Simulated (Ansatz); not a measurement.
One change: `C1[SiH2]S1` becomes `P[SiH]1CS1`.

Ansatz, PBE0-D4/def2-TZVP geometries, multiplicity 1. Each molecule was computed in one conformer, which needn't be the lowest.

| property | `C1[SiH2]S1` |
| --- | --- |
| size of the dipole moment (ωB97M-V/def2-TZVPP) / D | 1.77 |
| HOMO energy (ωB97M-V/def2-TZVPP) / eV | -9.16 |
| LUMO energy (PBE0/def2-TZVPP) / eV | -0.39 |
| HOMO energy (PBE0/def2-TZVPP) / eV | -6.98 |
| size of the dipole moment (B3LYP/def2-TZVPP) / D | 1.75 |
| HOMO–LUMO gap (B3LYP/def2-TZVPP) / eV | 6.12 |

Question: Give the same properties after the change, and the shifts. (Best estimate.)

Answer: Computed: 
```
                                          property  `P[SiH]1CS1`  shift
size of the dipole moment (ωB97M-V/def2-TZVPP) / D          1.29  -0.48
             HOMO energy (ωB97M-V/def2-TZVPP) / eV         -8.97   0.19
                LUMO energy (PBE0/def2-TZVPP) / eV         -0.56  -0.17
                HOMO energy (PBE0/def2-TZVPP) / eV         -6.86   0.12
  size of the dipole moment (B3LYP/def2-TZVPP) / D          1.25  -0.50
             HOMO–LUMO gap (B3LYP/def2-TZVPP) / eV          5.86  -0.26
```

With PBE0 the HOMO rises by 0.12 eV and the LUMO falls by 0.17 eV, so the gap narrows by about 0.29 eV. PBE moves the HOMO by 0.09 eV and ωB97M-V by 0.19 eV. The zero-point energy changes by 26.6 kJ/mol with +6 modes. Dipoles are sizes alone; their direction can turn.

B3LYP here is the variant with VWN-RPA as its local correlation; programs differ in this.
